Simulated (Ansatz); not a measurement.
Born–Oppenheimer molecular dynamics of BH₄SSb (7 atoms, charge 0, multiplicity 1). It starts at the highest image of a converged band, a first-order saddle point between two minima.

Computed with Ansatz, RKS PBE-D4/def2-SVP.

| Property | Result |
| --- | --- |
| ensemble | NVE (velocity Verlet) |
| time step | 0.5 fs |
| steps asked | 200 |
| starting velocities drawn for | 100 K |
| seed | 5198 |

First frame:

```xyz
7
Properties=species:S:1:pos:R:3
S -0.543 -0.829 -1.337
B -0.703 0.205 0.094
Sb 1.159 0.696 1.340
H -1.847 -0.858 -1.758
H -1.785 0.648 0.412
H 2.091 1.027 -0.087
H 1.690 -0.957 1.290
```

(1) How far do the bonds stretch over the last three quarters of this one trajectory? (Pairs bonded in most of those frames.)

Results:

(1) 
```csv
bond,mean (Å),spread (Å),shortest,longest
S1–B2,1.776,0.023,1.74,1.81
S1–H4,1.371,0.002,1.37,1.38
B2–Sb3,2.287,0.019,2.26,2.32
B2–H5,1.215,0.017,1.19,1.24
Sb3–H6,1.740,0.024,1.70,1.78
Sb3–H7,1.740,0.019,1.71,1.77
```

Mean temperature of the second half: 163 K. The conserved energy stayed within 0.033 meV per atom of its start (net change 0.018 meV per atom), so the integration is sound. The system heated up, since it started high on the potential surface and ran downhill. A run of 0.1 ps of so small a system gives no equilibrium averages. The orbitals stay closed-shell, which can raise the energy where a bond breaks towards radicals; this wasn't checked here.

The run took 6.7 min on 1 thread of Arm Neoverse V1, on a shared host, peak memory 0.11 GiB.
